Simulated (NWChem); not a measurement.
Species: C$_{2}$H$_{5}$O$_{2}$ cation; SMILES O(C=[OH+])C

```xyz
9

C      0.5069    -1.4417    -0.0013
O     -0.6700    -0.5440    -0.0009
C     -0.5845     0.7180    -0.0003
O      0.4791     1.4338     0.0006
H      1.0792    -1.2728     0.9136
H      0.0760    -2.4399    -0.0068
H      1.0849    -1.2655    -0.9113
H     -1.5222     1.2718    -0.0005
H      1.3336     0.9515     0.0010
```
Atoms are numbered in this order, from 1.

Program: NWChem. The geometry was optimised at B3LYP/6-31G* (spherical d). Level: PBE0/def2-SVP with COSMO at NWChem's default radii, gas-phase geometry; rows give the dielectric constant. Reactions with the solvent are ignored.

```csv
dielectric constant,electrostatic solvation energy (kcal/mol)
2.0,-34.3
2.4,-40.0
20.7,-65.5
25.0,-66.1
78.4,-68.0
```
